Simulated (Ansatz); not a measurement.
System: SnH, charge 1, multiplicity 1. SMILES: [SnH+]
Geometry: optimised at B3LYP-D3(BJ)/def2-TZVP (Ansatz, a quantum-chemistry and plane-wave program).

Property: vertical ionisation energy (to the doublet state of charge +2; each state is the SCF solution reached for its spin), in eV. Cores are frozen in the correlated levels unless marked. UHF or UKS for open shells. Spin-orbit coupling is left out. Frozen are the shells of the preceding noble gas and the d and f shells that filled before the atom's block. Past Kr the def2 sets carry scalar-relativistic core potentials. Basis-set limits of correlation are two-point, X^-3; Hartree-Fock from the larger set.

```
level             program  vertical ionisation energy (eV)
----------------  -------  -------------------------------
SVWN5/def2-TZVPD   Ansatz                            16.78
```

**Question.** What does CCSD(T)/CBS(def2-TZVPPD,def2-QZVPPD) (Ansatz) give?

**Answer.** 16.52 eV
